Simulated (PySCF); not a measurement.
Ni: ionisation energy

Ni [Ar] 3d8 4s2 [3d3/2^4 3d5/2^4, M_J = 4] → Ni⁺ [Ar] 3d9 [3d3/2^4 3d5/2^5, M_J = 5/2], as a difference of total energies. All numbers are calculated (PySCF 2.14, the two-component X2C-1e Hamiltonian, in x2c-TZVPPall-2c (6s7p4d2f1g, 70 functions)). Correlated levels: [Ne] frozen; the 6 highest virtual spinors dropped. "Screened" scales the spin-orbit matrix elements by Boettger's factors to mimic the two-electron term; Breit and QED terms are absent.

```csv
method,ionisation energy (eV),error (eV)
GHF (spin-free),8.137,+0.497
GMP2 (spin-free),6.495,-1.145
GHF (screened spin-orbit),8.186,+0.546
GMP2 (screened spin-orbit),6.545,-1.095
```

Reference: 7.640 eV (measured; NIST Atomic Spectra Database, ionization energies).

Errors of the correlated levels include the incompleteness of this basis and the frozen core.

The labels give the starting determinants; with spin-orbit coupling the two ends relaxed to ⟨J²⟩ = 20.01, ⟨L²⟩ = 12.01, ⟨S²⟩ = 2.00 and ⟨J²⟩ = 8.76, ⟨L²⟩ = 6.01, ⟨S²⟩ = 0.75.

MP2 underrates the near-degeneracy of ns² with np² in the lower species.
